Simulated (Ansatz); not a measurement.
Mulliken charges of `[CH3][In][SH]` radical from PBE/def2-TZVPP in Ansatz (PBE0-D4/def2-TZVP geometry).

```tsv
atom	x (Å)	y (Å)	z (Å)	charge (e)
C1	-0.838	0.714	-0.385	-0.533
In2	0.076	-0.066	1.457	0.455
S3	1.913	-1.639	1.140	-0.396
H4	-1.220	-0.140	-0.947	0.121
H5	-0.052	1.215	-0.953	0.121
H6	-1.643	1.410	-0.156	0.124
H7	1.826	-1.561	-0.201	0.107
```

Problem. By hand: the dipole of these point charges (1 e Å = 4.8032 D).

Solution. Σ q r = (-0.439, 0.376, 0.146) e Å, of length 0.596 e Å = 2.86 D.

Problem. How does the dipole of the full density compare? (Best estimate.)

Solution. Ansatz gave: (-0.348, 0.298, -0.161) e Å, 2.33 D; the point charges give 1.23 times that, at 34° from its direction.

Point charges leave out the atoms' own dipoles, such as those of lone pairs, and Mulliken's split depends on the basis, so the two needn't agree.
